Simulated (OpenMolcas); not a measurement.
## Ni VII: Racah parameters, the spin-orbit constant, worked from levels

| Quantity | Value |
| --- | --- |
| Program | OpenMolcas |
| Basis | ANO-RCC-VQZP [7s6p4d3f2g1h] |
| Scalar Hamiltonian | DKH2, point nucleus |
| Active space | 4 electrons in 10 orbitals (3d 4d) |
| State averaging | 2S+1 = 5 even, 5 roots; 2S+1 = 3 even, 45 roots; 2S+1 = 1 even, 44 roots |
| Spin-orbit coupling | RASSI with atomic mean-field integrals over the reference wave functions, term energies averaged over their components |

Methods: CASSCF; MS-CASPT2, IPEA 0.25 Eh, imaginary shift 0.1 Eh (closed shells correlated: 3s 3p). Measured levels: Corliss and Sugar, J. Phys. Chem. Ref. Data 10, 197 (1981).

**Racah parameters.** Above 5D, d4 has 3G at 9B + 4C, 3H at 4B + 4C and 3D at 16B + 4C. The first two fix B and C, and the third tests them; where it misses by thousands of cm-1, two parameters do not describe the configuration (Trees and configuration-interaction terms are left out) and B and C hang on the terms chosen. Term energies are centres of gravity, weighted by 2J + 1.

```json
{"Source": "CASSCF", "3G": "41329", "3H": "32459", "B": "1774", "C": "6341", "C/B": "3.57", "3D from B, C": "53748", "3D found": "52894"}
{"Source": "MS-CASPT2", "3G": "38065", "3H": "31397", "B": "1334", "C": "6516", "C/B": "4.88", "3D from B, C": "47408", "3D found": "46329"}
{"Source": "measured", "3G": "37317", "3H": "30870", "B": "1289", "C": "6428", "C/B": "4.99", "3D from B, C": "46336", "3D found": ""}
```

Energies in cm-1. From CASSCF to MS-CASPT2, B changes by -24.8 % and C by +2.8 %. Against the measured terms, MS-CASPT2 has B off by +3.5 % and C by +1.4 %.

**The spin-orbit constant.** For the Hund term 5D of d4, E(J) = (A/2) J(J+1) + constant and ζ = 2S·A = 4A. From J = 0 to J = 4 the energy changes by 10 A.

| Source | E(4) - E(0) | A | ζ |
| --- | --- | --- | --- |
| CASSCF | 2507.1 | 250.7 | 1003 |
| MS-CASPT2 | 2517.9 | 251.8 | 1007 |
| measured | 2392.0 | 239.2 | 957 |

All in cm-1. MS-CASPT2 is off by +5.3 % and CASSCF by +4.8 %. Both methods take the spin-orbit matrix elements from the reference wave functions, so the second can move ζ only through the term energies and any multistate remixing. Second-order mixing with other terms is absorbed into this ζ.

CASPT2 breaks the degeneracy within a term, and the mean is taken; among the terms shown or strongly mixed into the levels shown the widest spread is 280 cm-1 (3d4 3H, MS-CASPT2). Active for correlation alone: 4d; no level in the range computed is led by a configuration that fills it, so any true level of that kind is missing. Without dynamic correlation excited terms often stand tens of per cent too high (terms of higher spin than the ground term too low), and those without a measured partner can miss by more than the paired ones (holds for CASSCF). Computed and measured levels are paired by configuration, term and J; levels that our copy of the source lacks, or whose pairing is in doubt (as where it misses far off the trend of its configuration), stay unpaired and out of the deviations. Levels of configurations outside the active space are missing.
